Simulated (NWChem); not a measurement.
# PH, triplet; SMILES [PH]

Program: NWChem. Spin-unrestricted. No stability test was run on the SCF state. B3LYP is NWChem's, with the RPA form of VWN correlation. Each level has its own optimisation; frequencies are unscaled.

```json
[
 {"level": "B3LYP/cc-pVDZ", "basis functions": "23", "r H–P (Å)": "1.446", "highest harmonic frequency (cm⁻¹)": "2321", "zero-point energy (kcal/mol)": "3.3", "dipole (D)": "0.50", "relative time": "1"},
 {"level": "B3LYP/aug-cc-pVDZ", "basis functions": "36", "r H–P (Å)": "1.444", "highest harmonic frequency (cm⁻¹)": "2329", "zero-point energy (kcal/mol)": "3.3", "dipole (D)": "0.42", "relative time": "2"},
 {"level": "B3LYP/cc-pVTZ", "basis functions": "48", "r H–P (Å)": "1.431", "highest harmonic frequency (cm⁻¹)": "2337", "zero-point energy (kcal/mol)": "3.3", "dipole (D)": "0.45", "relative time": "3"},
 {"level": "B3LYP/aug-cc-pVTZ", "basis functions": "73", "r H–P (Å)": "1.431", "highest harmonic frequency (cm⁻¹)": "2345", "zero-point energy (kcal/mol)": "3.4", "dipole (D)": "0.41", "relative time": "6"}
]
```

The last column is a rough cost ratio, cheapest run = 1.
